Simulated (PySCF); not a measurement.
## Electron correlation in Br³⁺ (bromine, charge +3)

[Ar] 3d10 4s2 4p2, high-spin 3P determinant. All numbers are calculated (PySCF 2.14, a scalar-relativistic core potential, in aug-cc-pVTZ-PP with one added diffuse shell each of s, d, f type with ECP10MDF (7s5p5d3f, 68 functions)). Frozen: 3s2 3p6 3d10; 4 electrons correlated.

| level | correlation energy (mhartree) |
| --- | --- |
| CCSD | -76.53 |
| (T) | -1.41 |
| CCSD(T) | -77.94 |

Diagnostics: T1 = 0.0057, D1 = 0.0150, largest double amplitude 0.091.

Is a single reference adequate?

Mostly. T1 lies below 0.03, but a double amplitude of this size points to a near-degeneracy that CCSD handles and MP2 describes poorly.
